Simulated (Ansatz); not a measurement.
Born–Oppenheimer molecular dynamics of F$_{2}$H$_{3}$NSi (7 atoms, charge 0, multiplicity 1). It starts at the highest image of a converged band. Of that band: Neighbouring images differ by up to 1.3 eV, so the band resolves the path poorly. A vibrational analysis at the climbing image gives one clearly imaginary mode, 1255i cm⁻¹: a first-order saddle point.

The calculation used RKS PBE0/cc-pVDZ (Ansatz 0.2.0).

```json
{
  "ensemble": "NVE (velocity Verlet)",
  "time step": "0.5 fs",
  "steps asked": "200",
  "starting velocities drawn for": "300 K",
  "seed": "8559"
}
```

First frame:

```xyz
7
Properties=species:S:1:pos:R:3
Si -0.277 0.140 0.422
H 1.134 0.006 1.208
F 1.658 -0.113 0.115
N -0.874 1.438 -0.509
H -1.243 1.320 -1.448
H -0.761 2.406 -0.237
F -0.839 -1.174 -0.399
```

Task: How far do the bonds stretch over the last three quarters of this one trajectory? (Pairs bonded in most of those frames.)

Result: 
| bond | mean (Å) | spread (Å) | shortest | longest |
| --- | --- | --- | --- | --- |
| Si1–H2 | 1.640 | 0.168 | 1.30 | 1.93 |
| Si1–F3 | 1.707 | 0.154 | 1.48 | 1.93 |
| Si1–N4 | 1.718 | 0.028 | 1.65 | 1.76 |
| Si1–F7 | 1.652 | 0.046 | 1.58 | 1.73 |
| N4–H5 | 1.020 | 0.007 | 1.01 | 1.04 |
| N4–H6 | 1.018 | 0.011 | 1.00 | 1.04 |

Mean temperature of the second half: 2467 K. The conserved energy stayed within 0.69 meV per atom of its start (net change -0.36 meV per atom), so the integration is sound. The kinetic energy rose, since the run started high on the potential surface and went downhill. A run of 0.1 ps of so small a system gives no equilibrium averages. The orbitals stay closed-shell, which can raise the energy where a bond breaks towards radicals; this wasn't checked here.

Run time: 4.6 min on 2 threads of Arm Neoverse V1, on a shared host, peak memory 0.14 GiB.
